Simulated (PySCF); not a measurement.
# Correlation energy of Br⁺ (bromine, charge +1)

[Ar] 3d10 4s2 4p4, high-spin 3P determinant. Computed with PySCF 2.14 in x2c-TZVPPall (6s5p4d1f, 48 functions), with the spin-free X2C one-electron Hamiltonian (Gaussian nucleus). Frozen: [Ne]; 24 electrons correlated.

```json
{"level": "CCSD", "correlation energy (mhartree)": "-290.80"}
{"level": "(T)", "correlation energy (mhartree)": "-7.16"}
{"level": "CCSD(T)", "correlation energy (mhartree)": "-297.96"}
```

Diagnostics: T1 = 0.0047, D1 = 0.0238, largest double amplitude 0.044.

**Question.** Is a single reference adequate?

**Answer.** Yes, within this model without spin-orbit coupling: T1 lies below 0.03 and no double amplitude reaches 0.07.

This basis was not built for core-valence correlation, so the inner-shell part is incomplete.
